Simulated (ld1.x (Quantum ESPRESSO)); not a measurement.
## Cutoff test, hydrogen (H), ultrasoft

ld1.x (Quantum ESPRESSO) 7.5 input, shortened:

```
&input
   title='H', zed=1., rel=0, dft='PBESOL', iswitch=3,
   config='1s1 2p-2'
 /
 &inputp
   pseudotype=3, tm=.true., lloc=-1, rcloc=1.50,
   nlcc=.false.,
   which_augfun='PSQ', rmatch_augfun_nc=.true.
 /
3
1S  1  0   1.00   0.00  1.35  1.55  0.0
1S  1  0   0.00   0.75  1.35  1.55  0.0
2P  2  1  -2.00   0.05  1.35  1.50  0.0
 &test
   configts(1)='1s1'
 /
```

The pseudo-atom Hamiltonian at the reference potential is diagonalised in spherical Bessel functions j_l(qr) that vanish at 20 bohr, with q² up to the cutoff. All-electron valence levels (Ry): 1s -0.4654.

Problem. How do the lowest levels (Ry) of each channel move with the cutoff, and are there ghosts?

Solution.

| cutoff (Ry) | s #1 | p #1 | d #1 | f #1 | f #2 | Σ f·Δε (mRy) |
| --- | --- | --- | --- | --- | --- | --- |
| 8 | -0.4483 | 0.0306 | 0.0772 | 0.1193 | 0.2590 | 17.1 |
| 10 | -0.4570 | 0.0306 | 0.0772 | 0.1193 | 0.2590 | 8.4 |
| 12 | -0.4617 | 0.0306 | 0.0772 | 0.1193 | 0.2590 | 3.6 |
| 15 | -0.4640 | 0.0306 | 0.0772 | 0.1193 | 0.2590 | 1.4 |
| 18 | -0.4652 | 0.0305 | 0.0772 | 0.1193 | 0.2590 | 0.2 |
| 21 | -0.4653 | 0.0305 | 0.0772 | 0.1193 | 0.2590 | 0.1 |
| 25 | -0.4653 | 0.0305 | 0.0772 | 0.1193 | 0.2590 | 0.0 |
| 400 | -0.4654 | 0.0305 | 0.0772 | 0.1193 | 0.2590 | 0.0 |

Result: no extra level below or beside the all-electron valence levels (s, p, d, f tested); 10 mRy is reached at 10 Ry and 1 mRy at 18 Ry.
